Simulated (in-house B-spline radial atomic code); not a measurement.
Results of a calculation; reference values are marked as such.
# Mo at several levels of theory

Ground configuration [Kr] 4d5 5s1. All numbers come from an all-electron radial atomic-structure program (B-spline basis), all electrons, at the radial basis limit. Mean-field, RPA, GW and linear-response runs are scalar-relativistic (one-electron X2C), no spin-orbit coupling, without Breit or QED terms, open shells spin-polarised at highest spin.

RPA overbinds a lone outer s electron by self-correlation, and G0W0 tends to as well.

**Ionisation energy.** The reference is 7.092 eV (NIST, measured).

```
                                       method  value (eV)  minus reference (eV)
       LDA VWN5, difference of total energies        7.71                 +0.62
            PBE, difference of total energies        7.45                 +0.36
                  exact exchange + RPA on PBE        7.71                 +0.62
          exact exchange + RPA + SOSEX on PBE        6.86                 -0.23
         r2SCAN, difference of total energies        7.47                 +0.38
                 minus the highest PBE0 level        5.16                 -1.93
           PBE0, difference of total energies        7.19                 +0.10
                                 G0W0 on PBE0        7.63                 +0.53
      minus the highest B3LYP (VWN-RPA) level        5.00                 -2.09
B3LYP (VWN-RPA), difference of total energies        7.24                 +0.14
            minus the highest CAM-B3LYP level        6.00                 -1.09
              minus the highest LC-wPBE level        6.92                 -0.17
         minus the highest Hartree-Fock level        6.48                 -0.61
   Hartree-Fock, difference of total energies        6.25                 -0.84
                         G0W0 on Hartree-Fock        7.42                 +0.33
            MP2, difference of total energies        7.16                 +0.07
```

(1) Which methods come closest, and which lies farthest off?

## Answers

(1) Closest: MP2, difference of total energies (+0.07 eV) and PBE0, difference of total energies (+0.10 eV). Farthest: minus the highest B3LYP (VWN-RPA) level (-2.09 eV).
